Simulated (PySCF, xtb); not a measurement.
CH2ClFO2Si, SMILES O([Si@@H](F)Cl)C=O. Other conformers were not sampled.

Harmonic wavenumbers (cm⁻¹) from GFN2-xTB in xtb at its own minimum, in rising order: 23, 84, 131, 186, 245, 307, 538, 623, 659, 720, 725, 848, 943, 1169, 1353, 1801, 2470, 2821.

Task: What does PBE-D3(BJ)/def2-SVP (PySCF) give at its own minimum? (The exact figures need the calculation; the answer reports its results.)

Result: 64, 104, 139, 226, 293, 324, 553, 702, 742, 803, 815, 923, 992, 1144, 1340, 1798, 2283, 2963. Paired by order, the mean absolute difference is 57 cm⁻¹ and the zero-point energies are 22.4 and 23.2 kcal/mol.
